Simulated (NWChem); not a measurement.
System meant: ZrF₃, doublet; SMILES [F][Zr]([F])[F]

NWChem input:

```
start job
memory heap 200 mb stack 900 mb global 1100 mb
geometry units angstroms noautoz
  Zr     0.000000     0.000000     0.000000
  F     -0.191068     1.893417     0.000000
  F      1.735282    -0.781239     0.000000
  F     -1.544214    -1.112178     0.000000
end
basis spherical
  * library def2-svp
end
dft
  odft
  mult 2
  xc b3lyp
  iterations 150
  mulliken
end
task dft energy
```

End of the output:

```
             Northwest Computational Chemistry Package (NWChem) 7.3.0
             --------------------------------------------------------

 D3H symmetry detected

                             Geometry "geometry" -> ""
                             -------------------------

 Output coordinates in angstroms (scale by  1.889725989 to convert to a.u.)

  No.       Tag          Charge          X              Y              Z
 ---- ---------------- ---------- -------------- -------------- --------------
    1 Zr                  40.0000     0.00000000    -0.00000000     0.00000000
    2 F                    9.0000     1.83818916    -0.49254130     0.00000000
    3 F                    9.0000    -1.34564786    -1.34564786     0.00000000
    4 F                    9.0000    -0.49254130     1.83818916     0.00000000

 Effective nuclear repulsion energy (a.u.)     339.3282134696

      Symmetry information
      --------------------

 Group name             D3h
 Group number             27
 Group order              12
 No. of unique centers     2

                                 NWChem DFT Module
                                 -----------------

 Summary of "ao basis" -> "ao basis" (spherical)
 ------------------------------------------------------------------------------
       Tag                 Description            Shells   Functions and Types
 ---------------- ------------------------------  ------  ---------------------
 Zr                         def2-svp                11       31   5s3p2d1f
 F                          def2-svp                 6       14   3s2p1d

      Symmetry analysis of basis
      --------------------------

        a1'        15
        a1"         1
        a2'         4
        a2"         7
        e'         32
        e"         14

  Rotation of axis

            General Information
            -------------------
          SCF calculation type: DFT
          Wavefunction type:  spin polarized.
          No. of atoms     :     4
          No. of electrons :    67
           Alpha electrons :    34
            Beta electrons :    33
          Charge           :     0
          Spin multiplicity:     2
          Use of symmetry is: on ; symmetry adaption is: on
          Maximum number of iterations: 150
          AO basis - number of functions:    73
                     number of shells:    29
          Convergence on energy requested:  1.00D-06
          Convergence on density requested:  1.00D-05
          Convergence on gradient requested:  5.00D-04

              XC Information
              --------------
                         B3LYP Method XC Potential
                     Hartree-Fock (Exact) Exchange  0.200
                        Slater Exchange Functional  0.800 local
                    Becke 1988 Exchange Functional  0.720 non-local
              Lee-Yang-Parr Correlation Functional  0.810
                  VWN I RPA Correlation Functional  0.190 local

             Grid Information
             ----------------
          Grid used for XC integration:  medium
          Radial quadrature: Mura-Knowles
          Angular quadrature: Lebedev.
          Tag              B.-S. Rad. Rad. Pts. Rad. Cut. Ang. Pts.
          ---              ---------- --------- --------- ---------
          Zr                  1.55      123          10.0       590
          F                   0.50       49           8.0       434
          Grid pruning is: on
          Number of quadrature shells:   172
          Spatial weights used:  Erf1

      Superposition of Atomic Density Guess
      -------------------------------------

 Sum of atomic energies:        -964.57729339

      Non-variational initial energy
      ------------------------------

 Total energy =    -967.645236
 1-e energy   =   -1985.172621
 2-e energy   =     678.199172
 HOMO         =      -1.722746
 LUMO         =      -1.680382

   Symmetry analysis of molecular orbitals - initial alpha
   -------------------------------------------------------

  Numbering of irreducible representations:

     1 a1'         2 a1"         3 a2'         4 a2"         5 e'
     6 e"

  Orbital symmetries:

     1 a1'         2 e'          3 e'          4 a1'         5 a1'
     6 e'          7 e'          8 a2"         9 e'         10 e'
    11 a1'        12 e"         13 e"         14 a1'        15 e'
    16 e'         17 a1'        18 a2'        19 a2"        20 e"
    21 e"         22 e'         23 e'         24 a1'        25 a2"
    26 e'         27 e'         28 e'         29 e'         30 e"
    31 e"         32 a2"        33 a2'        34 a1'        35 e'
    36 e'         37 a1'        38 e"         39 e"         40 a1'
    41 e'         42 e'         43 a2"        44 a1'

   Symmetry analysis of molecular orbitals - initial beta
   ------------------------------------------------------

  Numbering of irreducible representations:

     1 a1'         2 a1"         3 a2'         4 a2"         5 e'
     6 e"

  Orbital symmetries:

     1 a1'         2 e'          3 e'          4 a1'         5 a1'
     6 e'          7 e'          8 a2"         9 e'         10 e'
    11 a1'        12 e"         13 e"         14 a1'        15 e'
    16 e'         17 a1'        18 a2'        19 a2"        20 e"
    21 e"         22 e'         23 e'         24 a1'        25 a2"
    26 e'         27 e'         28 e'         29 e'         30 e"
    31 e"         32 a2"        33 a2'        34 a1'        35 e'
    36 e'         37 a1'        38 e"         39 e"         40 a1'
    41 e'         42 e'         43 a2"        44 a1'

     ---------------------------------------------
      Total Density - Mulliken Population Analysis
     ---------------------------------------------

    Atom       Charge   Shell Charges
 -----------   ------   -------------------------------------------------------
    1 Zr  40    42.98   2.01  2.07  2.20 -0.38  0.10  6.05  6.22 -0.26 10.79 -0.30 14.49
    2 F    9     8.01   1.99  1.00  0.88  2.82  1.31  0.00
    3 F    9     8.01   1.99  1.00  0.88  2.82  1.31  0.00
    4 F    9     8.01   1.99  1.00  0.88  2.82  1.31  0.00

     --------------------------------------------
      Spin Density - Mulliken Population Analysis
     --------------------------------------------

    Atom       Charge   Shell Charges
 -----------   ------   -------------------------------------------------------
    1 Zr  40    -0.02  -0.00 -0.01 -0.00  0.00  0.00 -0.00 -0.00  0.00 -0.01 -0.00  0.00
    2 F    9     0.34   0.00  0.05 -0.02  0.18  0.12  0.00
    3 F    9     0.34   0.00  0.05 -0.02  0.18  0.12  0.00
    4 F    9     0.34   0.00  0.05 -0.02  0.18  0.12  0.00

[...]
```

Q: What is wrong, and how is it mended?

A: The run ends normally but its numbers are meaningless: the def2 basis of a heavy element holds valence functions alone and wants its effective core potential (without it all electrons must fit into that basis). This input runs:
```
start job
memory heap 200 mb stack 900 mb global 1100 mb
geometry units angstroms noautoz
  Zr     0.000000     0.000000     0.000000
  F     -0.191068     1.893417     0.000000
  F      1.735282    -0.781239     0.000000
  F     -1.544214    -1.112178     0.000000
end
basis spherical
  Zr library def2-svp
  F library def2-svp
end
ecp
  Zr library def2-ecp
end
dft
  odft
  mult 2
  xc b3lyp
  iterations 150
  mulliken
end
task dft energy
```
It converges to -346.58020 Ha (B3LYP/def2-SVP with def2 effective core potentials on Zr, spin-unrestricted). The faulty run gave -995.922 Ha, with all electrons squeezed into the valence basis.
